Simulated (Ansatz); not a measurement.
Level of theory: Ansatz (an electronic-structure program) with frozen-core CCSD(T)/cc-pVTZ // B3LYP-D3(BJ)/def2-TZVP.

Ansatz 0.2 input:
```yaml
crystal:
  periodic: [false, false, false]
  atoms:
    - { symbol: N, position_ang: [0.311248, 2.06614, -0.293116] }
    - { symbol: Al, position_ang: [0.049344, 0.32843, -0.047028] }
    - { symbol: Si, position_ang: [-2.276829, -0.460123, -0.028764] }
    - { symbol: Si, position_ang: [2.045843, -1.072179, 0.245401] }
    - { symbol: H, position_ang: [-0.420312, 2.7481, -0.425528] }
    - { symbol: H, position_ang: [1.213704, 2.516365, -0.320332] }
    - { symbol: H, position_ang: [-3.251724, 0.639441, -0.262634] }
    - { symbol: H, position_ang: [-2.626365, -1.090491, 1.2731] }
    - { symbol: H, position_ang: [-2.511333, -1.48919, -1.077612] }
    - { symbol: H, position_ang: [2.127943, -2.127416, -0.800724] }
    - { symbol: H, position_ang: [2.030974, -1.773278, 1.55803] }
    - { symbol: H, position_ang: [3.307507, -0.285799, 0.179208] }
basis:
  gaussian: { orbitals: cc-pVTZ }
correlation:
  method: ccsd_t
```

Output:

```
Functional definition: HF
1405 factors; integrals over basis functions are off by at most 9.3e-4 eV
mean field evaluation 1: about -23913.9315 eV, gradient 3.9e1 eV
mean field evaluation 2: about -23914.0954 eV, gradient 3.9e1 eV
mean field evaluation 4: about -23918.1410 eV, gradient 3.7e0 eV
mean field evaluation 8: about -23918.2277 eV, gradient 1.3e-1 eV
mean field evaluation 16: about -23916.7510 eV, gradient 2.3e1 eV
mean field -23918.22783846 eV, -878.9786607063 hartree, gradient 7.2e-6 eV, S^2 0.000000; 0 other end points of the search recorded, 0 dependent functions left out
16 core orbitals not correlated
reference -23918.22783846 eV, -878.9786607063 hartree; 12, 12 occupied and 216, 216 virtual orbitals, 1405 factors
second order -14.98789833 eV of doubles, -0.00000000 eV of singles
cycle   1  -16.16919338 eV  change    -1.2e0 eV  update   9.9e-2
cycle   2  -16.70696303 eV  change   -5.4e-1 eV  update   3.3e-2
cycle   3  -16.78305225 eV  change   -7.6e-2 eV  update   1.6e-2
cycle   4  -16.77478556 eV  change    8.3e-3 eV  update   4.8e-3
cycle   5  -16.77381741 eV  change    9.7e-4 eV  update   2.3e-3
cycle   6  -16.77345410 eV  change    3.6e-4 eV  update   7.5e-4
cycle   7  -16.77326226 eV  change    1.9e-4 eV  update   2.8e-4
cycle   8  -16.77337832 eV  change   -1.2e-4 eV  update   1.2e-4
cycle   9  -16.77340749 eV  change   -2.9e-5 eV  update   3.6e-5
cycle  10  -16.77339040 eV  change    1.7e-5 eV  update   1.3e-5
perturbative correction -0.60199573 eV, -0.0221229350 hartree
Total energy: -23935.60322459 eV, -879.6171943691 hartree
```

Cost: about 5 core-minutes (a rough figure).
